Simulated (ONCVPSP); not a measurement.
## What the settings do to the ONCV potential of silicon

Base potential:

ONCVPSP 4.0.1 input, shortened (lines: element, Z, core and valence counts, functional; n l f; lmax; l rc ep ncon nbas qcut; lloc lpopt rc5 dvloc0; l nproj debl; icmod fcfact rcfact), PBE, scalar-relativistic:

```
  Si 14.00    3    1        4      upf
    1    0    2.00
    2    0    2.00
    2    1    6.00
    3    0    2.00
    2
    0    1.75    0.00    4    7    4.30
    1    1.75    0.11    4    7    4.20
    2    1.65    0.22    3    6    6.80
    4    4    1.35    0.00
    0    2    2.70
    1    2    1.50
    2    2    3.90
    3    5.75    1.60
```

In the p channel the program set the typed energies aside and used 0.050, 1.550 Ha. In the d channel the program set the typed energies aside and used 0.050, 3.950 Ha.

All-electron outer shells of the reference configuration (PBE, scalar-relativistic, ld1.x):

```tsv
shell	level (eV)	outermost node (bohr)	outermost maximum (bohr)
2p	-116.91	–	0.39
3s	-28.54	0.71	1.69
```

Cutoffs, loose and tight: the cutoffs (Ha) at which the residual kinetic energy of the hardest occupied pseudo-wave falls to 1 and 0.1 mHa per electron. They do not see the model core or the augmentation charge, which bear on the density cutoff. Test errors are all-electron minus pseudo excitation energies from the reference, over the configurations 3s2 3p2; 3s2 3p1; 3s1; 3s2 3p1.5. A dash means not determined; rows that change the core or the reference have their own tests.

```tsv
change	outcome	cutoff, loose	cutoff, tight	bound ghosts	GHOST(+) flags above zero	largest test error (meV)
base	generated, projector energies reset by the program	8.2 Ha	17 Ha	none	s	-102
p: rc 2	generated, projector energies reset by the program	8.2 Ha	17 Ha	none	s	-102
core correction Teter function fitted to the true core (icmod 2), fcfact 0.5	generated, projector energies reset by the program	8.2 Ha	17 Ha	none	s	+52
d: qcut 9.7	generated, projector energies reset by the program	8.2 Ha	17 Ha	none	s	-102
functional PBEsol	generated, projector energies reset by the program	8.3 Ha	17 Ha	none	s	-113
d: qcut 8.2	generated, projector energies reset by the program	8.2 Ha	17 Ha	none	s	-102
core correction Teter function, fcfact 5.5, rcfact 1.6	generated, projector energies reset by the program	8.2 Ha	17 Ha	none	s	-97
reference 3s1.75 3p2.25; wave p scattering state at 0.11 Ha: rc 1.75 bohr, ncon 4, nbas 7, qcut 4.2 1/bohr, 2 projectors, debl 1.5 Ha becomes 3p: rc 1.75 bohr, ncon 4, nbas 7, qcut 4.2 1/bohr, 2 projectors, debl 1.5 Ha	generated	7.8 Ha	14 Ha	none	s	-15
```
